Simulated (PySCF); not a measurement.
C4H10OSi, SMILES [SiH2]1CC[C@@H]1CO. The structure is a stationary point at PBE-D3(BJ)/def2-SVP. The structure was generated by enumeration; whether it is a known compound was not checked. One conformer was computed; it need not be the lowest.

Computed equilibrium geometry at PBE-D3(BJ)/def2-SVP (PySCF confirms it by a frequency run) as bond lengths and angles (one conformer of several):
Atoms: O1 C2 C3 C4 C5 Si6 H7 H8 H9 H10 H11 H12 H13 H14 H15 H16. Bond lengths (Å): O1–C2 1.421, O1–H7 0.975, C2–C3 1.520, C2–H8 1.111, C2–H9 1.121, C3–C4 1.566, C3–Si6 1.918, C3–H10 1.113, C4–C5 1.560, C4–H11 1.114, C4–H12 1.112, C5–Si6 1.909, C5–H13 1.106, C5–H14 1.110, Si6–H15 1.507, Si6–H16 1.508. Angles (°): C2–O1–H7 106.8, O1–C2–C3 113.3, O1–C2–H8 105.9, O1–C2–H9 111.6, C3–C2–H8 110.1, C3–C2–H9 109.2, H8–C2–H9 106.5, C2–C3–C4 117.5, C2–C3–Si6 124.0, C2–C3–H10 109.3, C4–C3–Si6 86.2, C4–C3–H10 109.1, Si6–C3–H10 108.6, C3–C4–C5 101.1, C3–C4–H11 109.1, C3–C4–H12 115.0, C5–C4–H11 109.5, C5–C4–H12 114.9, H11–C4–H12 107.1, C4–C5–Si6 86.7, C4–C5–H13 116.6, C4–C5–H14 111.2, Si6–C5–H13 121.7, Si6–C5–H14 110.7, H13–C5–H14 108.5, C3–Si6–C5 78.2, C3–Si6–H15 120.7, C3–Si6–H16 112.4, C5–Si6–H15 120.9, C5–Si6–H16 113.1, H15–Si6–H16 108.8.
